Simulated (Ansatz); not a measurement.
A nudged elastic band was laid between two geometries of ClGaHO (4 atoms, charge 0, multiplicity 2).

All numbers below come from UKS BLYP-D4/def2-SVP (Ansatz).

* movable images: 5
* climbing image: yes
* spring: 5.0 eV/Å²
* optimiser: quadratic models (default)
* start path: through a guess of the saddle point
* force threshold: 0.05 eV/Å
* iteration limit: 60
* end points: relaxed

Image 0:

```xyz
4
Properties=species:S:1:pos:R:3
O -1.760 -0.134 -0.209
Ga 0.020 0.162 -0.070
Cl 1.059 -1.580 0.719
H 0.737 1.492 -0.460
```

Image 6:

```xyz
4
Properties=species:S:1:pos:R:3
O -0.816 0.601 -0.348
Ga 0.835 -0.051 0.122
Cl 0.812 -2.132 0.888
H -0.776 1.521 -0.682
```

Question: What changes between the two ends?

Answer: Bonds broken: Ga2–H4. Bonds formed: O1–H4.

Question: What energy profile does the band end with?

Answer: It converged. The highest image is number 3 of 0 to 6, 68.8 kJ/mol above the first end and 237.3 kJ/mol above the last; the last end lies 168.5 kJ/mol below the first. Neighbouring images differ by up to 1.5 eV, so the band resolves the path poorly. A vibrational analysis at the climbing image gives one clearly imaginary mode, 1050i cm⁻¹: a first-order saddle point.

| image | path coordinate (Å) | energy (kJ/mol) | Ga2–H4 (Å) | O1–H4 (Å) |
| --- | --- | --- | --- | --- |
| 0 | 0.00 | 0.0 | 1.56 | 2.99 |
| 1 | 0.40 | 10.5 | 1.57 | 2.62 |
| 2 | 0.81 | 40.2 | 1.60 | 2.16 |
| 3 | 1.21 | 68.8 | 1.67 | 1.67 |
| 4 | 1.71 | -72.3 | 1.84 | 1.08 |
| 5 | 2.21 | -149.9 | 2.17 | 0.99 |
| 6 | 2.71 | -168.5 | 2.39 | 0.98 |

Question: What is the geometry of the highest image?

Answer: 
```xyz
4
Properties=species:S:1:pos:R:3
O -1.426 0.482 -0.378
Ga 0.174 -0.147 0.061
Cl 1.350 -1.794 0.818
H -0.042 1.400 -0.522
```

The band took 8 iterations and roughly 110 core-seconds.

The run took 57 s on 2 threads of Arm Neoverse V2, with other jobs on the host, peak memory 0.14 GiB.
